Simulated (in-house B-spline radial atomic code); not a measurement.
Orbital energies and mean radii along the 71-electron series, configuration [Xe] 4f14 5d3. The effective charge is n√(-2ε), a non-relativistic measure. Computed with a radial B-spline atomic code at the basis-set limit: non-relativistic Hartree-Fock, average of the configuration, point nuclei.

This level leaves out relativity, spin-orbit splitting included, which matters for heavy ions.

```
 ion   Z  energy of 5p (Eh)  mean radius of 5p (bohr)  energy of 3d (Eh)  mean radius of 3d (bohr)  energy of 4p (Eh)  mean radius of 4p (bohr)  effective charge of 5p
Ta2+  73            -2.2283                    1.3506            -67.276                    0.1872            -15.968                   0.50587                  10.555
 W3+  74                  ?                         ?                  ?                         ?                  ?                         ?                       ?
Re4+  75            -3.5634                    1.2338            -74.157                   0.18095            -18.746                   0.48649                  13.348
Os5+  76            -4.3211                    1.1832            -77.812                   0.17798            -20.279                   0.47721                  14.699
Ir6+  77            -5.1322                    1.1372            -81.601                    0.1751            -21.897                    0.4682                  16.019
Pt7+  78                  ?                         ?                  ?                         ?                  ?                         ?                       ?
Au8+  79            -6.9052                    1.0565            -89.568                   0.16961            -25.376                   0.45099                  18.581
```

Q: Fill in the row of W3+.

A: energy of 5p (Eh): -2.8633; mean radius of 5p (bohr): 1.2895; energy of 3d (Eh): -70.642; mean radius of 3d (bohr): 0.18402; energy of 4p (Eh): -17.306; mean radius of 4p (bohr): 0.49604; effective charge of 5p: 11.965.

Q: Fill in the row of Pt7+.

A: energy of 5p (Eh): -5.9942; mean radius of 5p (bohr): 1.0951; energy of 3d (Eh): -85.521; mean radius of 3d (bohr): 0.17231; energy of 4p (Eh): -23.597; mean radius of 4p (bohr): 0.45946; effective charge of 5p: 17.312.

Q: How does the screening of 5p change?

A: Z less the effective charge goes from 62.44 at Z = 73 to 60.42 at Z = 79.
